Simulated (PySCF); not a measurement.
Compound: C₅H₆F₃NO.
Numbering: `[CH3:1][C:2](=[O:3])[NH:4][CH2:5][C:6]([F:7])=[C:8]([F:9])[F:10]` (hydrogens: H11, H12, H13 on C1; H14 on N4; H15, H16 on C5)

Cartesian coordinates in Å at the GFN2-xTB level; atoms count from 1:
```
atom  x, y, z in Å
C1     2.6327   -0.0841   -0.7300
C2     1.1521   -0.1378   -1.0269
O3     0.6508   -0.8193   -1.8891
N4     0.4134    0.6861   -0.2318
C5    -1.0286    0.7248   -0.3044
C6    -1.6479    0.1336    0.9290
F7    -1.3902    0.8112    2.0690
C8    -2.3669   -0.9789    0.9985
F9    -2.8891   -1.4952    2.0996
F10   -2.6824   -1.7075   -0.0589
H11    2.8230   -0.4598    0.2733
H12    3.1630   -0.7024   -1.4480
H13    2.9948    0.9392   -0.7961
H14    0.8558    1.1943    0.5177
H15   -1.3681    1.7618   -0.4089
H16   -1.3200    0.1428   -1.1824
```

A PySCF run (density fitting, gas phase, GFN2-xTB geometry) gave HOMO -8.36 eV, LUMO -1.82 eV, dipole 3.30 D.

Question: Which of these levels was it?
A. WP04/6-31G*
B. KT3/6-311G**
C. PBE0/6-311G**

Answer: A. It is WP04/6-31G*. All candidates on this geometry:

```csv
level and settings,kind,basis functions,SCF cycles,E (Eh),HOMO (eV),LUMO (eV),dipole (D)
"KT3/6-311G**, energy threshold 1e-08 Eh",GGA,216,13,-632.2816,-5.91,-0.56,2.98
WP04/6-31G*,global hybrid fitted to proton shifts,152,17,-635.9669,-8.36,-1.82,3.30
"PBE0/6-311G**, fitting basis def2-qzvpp-jkfit, energy threshold 1e-06 Eh",global hybrid,216,9,-623.1366,-7.33,0.39,3.22
```

The nearest other candidate, by the summed differences of HOMO and LUMO, is PBE0/6-311G**: its HOMO differs by +1.03 eV and its LUMO by +2.21 eV. Cycle counts include a coarse-grid stage where the run had one. All basis functions are spherical, in the Pople sets too. KT3 and WP04 were designed for NMR shieldings or shifts; total energies of different functionals aren't comparable.
